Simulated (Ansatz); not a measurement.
Spectroscopic constants of LiN+, multiplicity 4 (lowest of 2S+1 = 2, 4 at CCSD(T)/def2-TZVPP on PBE0 minima; our sources give no spin for the ground state, which may be another).

Seven points along R, fitted to fifth degree in 1/R; most abundant isotopes. Runs in def2 and cc sets follow the lowest solution found near the PBE0 minimum.

Frozen-core correlation. CBS(a, b) extrapolates the correlation energy as X⁻³ and adds the Hartree–Fock energy of set b.

Programs: Ansatz (Gaussian orbitals). 

### Question
What bond length and harmonic frequency does PBE0/def2-TZVPP give?

### Answer
r_e = 2.225 Å, ω_e = 264 cm⁻¹.

### Question
What bond length and harmonic frequency does CCSD(T)/aug-cc-pVTZ give?

### Answer
r_e = 2.265 Å, ω_e = 255 cm⁻¹.

### Question
What bond length and harmonic frequency does CCSD(T)/CBS(aug-cc-pVTZ, aug-cc-pVQZ) give?

### Answer
r_e = 2.254 Å, ω_e = 258 cm⁻¹.

Ansatz is a quantum-chemistry and plane-wave program.
